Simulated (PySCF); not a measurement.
H2MgO2, SMILES [OH][Mg][OH].

Geometry: PBE-D3(BJ)/def2-TZVP. One conformer was computed; it need not be the lowest.

Method: TDA-LC-ωPBE/def2-SVPD (PySCF).

Vertical excitations.  State labels are in the subgroup C2.

```json
[
 {"state": "S1", "symmetry": "B", "energy (eV)": "6.06", "λ (nm)": "204", "f": "0.020", "main pairs": "HOMO→LUMO 84 %"},
 {"state": "S2", "symmetry": "A", "energy (eV)": "6.15", "λ (nm)": "201", "f": "0.054", "main pairs": "HOMO−1→LUMO 84 %"},
 {"state": "S3", "symmetry": "B", "energy (eV)": "6.43", "λ (nm)": "193", "f": "0.139", "main pairs": "HOMO−2→LUMO 83 %"},
 {"state": "S4", "symmetry": "A", "energy (eV)": "6.51", "λ (nm)": "190", "f": "0.088", "main pairs": "HOMO−3→LUMO 81 %"},
 {"state": "S5", "symmetry": "A", "energy (eV)": "7.85", "λ (nm)": "158", "f": "0.000", "main pairs": "HOMO→LUMO+1 60 %, HOMO→LUMO+5 19 %"},
 {"state": "S6", "symmetry": "B", "energy (eV)": "7.91", "λ (nm)": "157", "f": "0.001", "main pairs": "HOMO−1→LUMO+1 44 %, HOMO→LUMO+2 23 %, HOMO−1→LUMO+5 14 %, HOMO→LUMO+6 7 %"},
 {"state": "S7", "symmetry": "A", "energy (eV)": "8.04", "λ (nm)": "154", "f": "0.002", "main pairs": "HOMO−1→LUMO+2 46 %, HOMO−2→LUMO+1 20 %, HOMO−1→LUMO+6 9 %, HOMO−2→LUMO+5 8 %"},
 {"state": "S8", "symmetry": "B", "energy (eV)": "8.12", "λ (nm)": "153", "f": "0.006", "main pairs": "HOMO−3→LUMO+1 19 %, HOMO→LUMO+2 18 %, HOMO−2→LUMO+2 15 %, HOMO−1→LUMO+1 11 %"},
 {"state": "S9", "symmetry": "B", "energy (eV)": "8.18", "λ (nm)": "152", "f": "0.006", "main pairs": "HOMO−2→LUMO+2 53 %, HOMO−3→LUMO+1 14 %, HOMO−2→LUMO+6 9 %, HOMO−2→LUMO+4 8 %"},
 {"state": "S10", "symmetry": "A", "energy (eV)": "8.20", "λ (nm)": "151", "f": "0.011", "main pairs": "HOMO−2→LUMO+1 27 %, HOMO−3→LUMO+2 15 %, HOMO−1→LUMO+4 15 %, HOMO→LUMO+3 11 %"},
 {"state": "T1", "symmetry": "B", "energy (eV)": "5.69", "λ (nm)": "218", "f": "0", "main pairs": "HOMO→LUMO 80 %"},
 {"state": "T2", "symmetry": "A", "energy (eV)": "5.75", "λ (nm)": "216", "f": "0", "main pairs": "HOMO−1→LUMO 78 %"},
 {"state": "T3", "symmetry": "B", "energy (eV)": "5.89", "λ (nm)": "210", "f": "0", "main pairs": "HOMO−2→LUMO 78 %"},
 {"state": "T4", "symmetry": "A", "energy (eV)": "6.00", "λ (nm)": "207", "f": "0", "main pairs": "HOMO−3→LUMO 77 %"}
]
```
Triplets are in the Tamm–Dancoff approximation.
